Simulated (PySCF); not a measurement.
# FeSI: bending curve

Computed with PySCF, UPBE0, basis Fe def2-SVP, S def2-SVP, I def2-SVP with ECP28 (scalar-relativistic core potentials, no spin–orbit coupling, density fitting).

Rigid scan from the sextet minimum (Fe–I 2.499 Å, Fe–S 2.045 Å; I–Fe–S 180.0°). Coordinate: the S–Fe–I angle, bonds fixed. Energies in kJ/mol from the minimum.

Q: Predict the curve at 80, 90, 100, 110, 120, 130, 140, 150, 160, 170, 180.

A: 
```
bond angle (°)  E (kJ/mol)  dipole size (D)  ⟨S²⟩
            80       146.3             5.60  8.77
            90        98.6             5.07  8.77
           100        65.9             4.60  8.77
           110        43.2             4.15  8.77
           120        27.3             3.68  8.77
           130        16.2             3.18  8.77
           140         9.0             2.65  8.77
           150         4.5             2.06  8.77
           160         1.7             1.42  8.77
           170         0.4             0.75  8.77
           180         0.0             0.21  8.77
```

With open d or f shells other occupations or spin states may lie lower. No spin–orbit coupling is included, which matters more the heavier the element.

Other isomers or separated fragments may lie lower.

The scan took 35 s on 2 threads of a shared Intel Xeon @ 2.60GHz (Ice Lake) host; the process peaked at 0.75 GiB.
